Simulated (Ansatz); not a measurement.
A nudged elastic band was laid between two geometries of AlH10NOSi2 (15 atoms, charge 0, multiplicity 1).

All numbers below come from Ansatz 0.2.0, RKS PBE/6-31G*.

```
movable images  : 7
climbing image  : yes
spring          : 5.0 eV/Å²
optimiser       : quadratic models (default)
start path      : through a guess of the saddle point
force threshold : 0.03 eV/Å
iteration limit : 60
end points      : relaxed
```

Initial state:

```xyz
15
Properties=species:S:1:pos:R:3
Al -0.258 0.130 -0.238
H -1.164 -0.656 0.842
O 1.430 -0.365 -0.354
Si 2.560 -1.348 -1.039
H 1.959 -2.427 -1.904
H 3.512 -0.560 -1.902
H 3.389 -2.029 0.018
H -0.938 0.693 -1.593
N 0.140 1.911 0.757
H 1.171 1.937 0.749
Si -0.608 3.361 -0.054
H -2.073 3.098 -0.141
H -0.355 4.583 0.779
H 0.047 3.492 -1.385
H -0.149 1.812 1.739
```

Final state:

```xyz
15
Properties=species:S:1:pos:R:3
Al 0.360 0.722 -0.976
H -0.793 0.080 2.634
O 1.738 -0.297 -0.841
Si 2.610 -1.674 -1.136
H 1.835 -2.661 -1.966
H 3.875 -1.337 -1.873
H 2.979 -2.338 0.160
H -0.916 0.311 -1.827
N 0.433 2.294 -0.100
H 1.289 2.484 0.432
Si -0.762 3.574 -0.092
H -1.917 3.094 -0.918
H -1.258 3.895 1.292
H -0.245 4.858 -0.683
H -0.569 0.626 2.169
```

(1) Which bonds break or form, and what moves?

(2) What energy profile does the band end with?

(3) What is the geometry of the highest image?

(4) What are the harmonic wavenumbers there?

The band took 32 iterations and of the order of 21 core-minutes.

## Answers

(1) Bonds broken: Al1–H2, N9–H15. Bonds formed: H2–H15. AlH10NOSi2 becomes AlH8NOSi2 + H2.

(2) It converged. The highest image is number 4 of 0 to 8, 1.12 eV above the first end and 0.83 eV above the last; the last end lies 0.29 eV above the first. A vibrational analysis at the climbing image gives one clearly imaginary mode, 1200i cm⁻¹: a first-order saddle point. The orbitals stay closed-shell, which can raise the energy where a bond breaks towards radicals; this wasn't checked here.

```json
{"image": "0", "path coordinate (Å)": "0.00", "energy (eV)": "0.00", "Al1–H2 (Å)": "1.61", "N9–H15 (Å)": "1.03", "H2–H15 (Å)": "2.82"}
{"image": "1", "path coordinate (Å)": "0.77", "energy (eV)": "0.00", "Al1–H2 (Å)": "1.61", "N9–H15 (Å)": "1.03", "H2–H15 (Å)": "2.82"}
{"image": "2", "path coordinate (Å)": "1.54", "energy (eV)": "0.03", "Al1–H2 (Å)": "1.62", "N9–H15 (Å)": "1.03", "H2–H15 (Å)": "2.59"}
{"image": "3", "path coordinate (Å)": "2.32", "energy (eV)": "0.23", "Al1–H2 (Å)": "1.64", "N9–H15 (Å)": "1.04", "H2–H15 (Å)": "1.96"}
{"image": "4", "path coordinate (Å)": "3.09", "energy (eV)": "1.12", "Al1–H2 (Å)": "1.82", "N9–H15 (Å)": "1.40", "H2–H15 (Å)": "1.03"}
{"image": "5", "path coordinate (Å)": "3.98", "energy (eV)": "0.43", "Al1–H2 (Å)": "2.42", "N9–H15 (Å)": "2.27", "H2–H15 (Å)": "0.76"}
{"image": "6", "path coordinate (Å)": "4.87", "energy (eV)": "0.31", "Al1–H2 (Å)": "2.98", "N9–H15 (Å)": "2.91", "H2–H15 (Å)": "0.75"}
{"image": "7", "path coordinate (Å)": "5.77", "energy (eV)": "0.29", "Al1–H2 (Å)": "3.42", "N9–H15 (Å)": "3.13", "H2–H15 (Å)": "0.75"}
{"image": "8", "path coordinate (Å)": "6.66", "energy (eV)": "0.29", "Al1–H2 (Å)": "3.84", "N9–H15 (Å)": "2.99", "H2–H15 (Å)": "0.75"}
```

(3) 
```xyz
15
Properties=species:S:1:pos:R:3:forces:R:3
Al 0.073 0.379 -0.465 0.00 0.01 0.01
H -0.720 0.037 1.133 0.00 0.00 0.00
O 1.613 -0.399 -0.500 -0.01 -0.01 -0.01
Si 2.624 -1.593 -1.036 0.00 0.01 0.00
H 2.023 -2.374 -2.174 0.00 0.00 0.00
H 3.917 -0.996 -1.515 0.00 0.00 0.00
H 2.940 -2.558 0.072 0.00 0.00 0.00
H -1.008 0.249 -1.628 0.00 0.00 0.00
N 0.173 2.081 0.458 0.00 0.00 0.00
H 1.082 2.227 0.916 0.00 0.00 0.00
Si -0.697 3.571 0.053 0.00 0.00 0.00
H -2.093 3.173 -0.309 0.00 0.00 0.00
H -0.725 4.502 1.229 0.00 0.00 0.00
H -0.082 4.297 -1.110 0.00 0.00 0.00
H -0.459 1.037 1.151 0.00 0.00 0.00
```

(4) 1200i, 28, 39, 44, 82, 104, 119, 164, 425, 489, 553, 568, 610, 670, 697, 708, 712, 738, 799, 902, 921, 922, 926, 944, 951, 984, 1059, 1073, 1420, 1649, 1740, 1912, 2161, 2171, 2173, 2175, 2188, 2214, 3435 cm⁻¹.

Time of the run: 11 min on 2 threads of Arm Neoverse V1, with other jobs on the host, peak memory 0.17 GiB.
